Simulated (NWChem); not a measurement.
System: C2H6FY; SMILES [CH3][Y]([CH3])[F]

NWChem input:

```
start job
memory heap 200 mb stack 900 mb global 1100 mb
geometry units angstroms noautoz
  Y      0.104308     0.000353     0.235920
  F      2.084665     0.005046     0.437649
  C     -0.818456    -1.924360    -0.731581
  H     -1.272671    -1.682478    -1.712510
  H     -1.642193    -2.344422    -0.118031
  H     -0.111046    -2.755322    -0.907019
  C     -0.828500     1.924827    -0.722487
  H     -1.651418     2.339850    -0.104399
  H     -1.285408     1.684989    -1.702647
  H     -0.124564     2.758861    -0.897321
end
basis spherical
  * library def2-svp
end
ecp
  Y library def2-ecp
end
dft
  xc xpbe96 cpbe96
  iterations 150
  vectors input atomic output neutral.movecs
end
task dft energy
charge 1
dft
  odft
  mult 2
  vectors input atomic output cation.movecs
end
task dft energy
```

Coordinates come from a PBE0/def2-SVP optimisation. Not confirmed as a minimum by frequencies. def2 effective core potentials on Y; no spin-orbit coupling.

Ions are spin-unrestricted doublets at the neutral geometry; other ion states weren't tried.

**Question.** Give the results of this calculation. (PBE/def2-SVP with def2 effective core potentials on Y, vertical spin-unrestricted ions.) Quantities: vertical ionisation energy, ΔSCF (eV); −ε(HOMO) (eV).

**Answer.** 
```json
{
 "vertical ionisation energy, ΔSCF (eV)": "8.13",
 "−ε(HOMO) (eV)": "5.14"
}
```
